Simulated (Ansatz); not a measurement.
# Strength of the Ga–H bond: GaH(OH)2 → Ga(OH)2 + H

Species: GaH(OH)2, singlet; Ga(OH)2, doublet; H atom, doublet. 

Shapes, held fixed at every level: PBE0-D4/def2-TZVP. Flexible molecules stand in one conformer, not always the lowest. Programs: Ansatz 0.2.0. The zero-point and thermal change to 298 K, harmonic and unscaled (PBE0-D4/def2-TZVP), is -15.2 kJ/mol.

Question: Estimate ΔH(298 K) of this reaction.

Answer: The highest level, CCSD(T)/def2-TZVPP, gives ΔH(298 K) = +342.2 kJ/mol; the levels span +259.2 to +342.2. The column of differences is taken from that level and isn't an error. Hartree–Fock misses the correlation of the pair that is broken and comes out low. No measured value is set beside it here. Open shells run unrestricted. Relativity is left out for Ga. Outer-core shells of Ga are correlated, in sets that cover them unevenly. CCSD(T)/def2-TZVPP lies outside the range of all other levels here, so it shouldn't be taken on trust.

```tsv
level	kind	ΔH(298 K) (kJ/mol)	less CCSD(T)/def2-TZVPP
MP2/def2-SVP	perturbation theory	+320.6	-21.6
MP2/def2-TZVPP	perturbation theory	+330.5	-11.7
HF/def2-SVP	Hartree–Fock	+263.5	-78.7
HF/def2-TZVPP	Hartree–Fock	+259.2	-83.0
B3LYP-D4/def2-TZVPP	global hybrid	+333.0	-9.2
PBE0-D4/def2-TZVPP	global hybrid	+325.4	-16.8
CCSD(T)/def2-TZVPP	coupled cluster or CI	+342.2	0.0
```
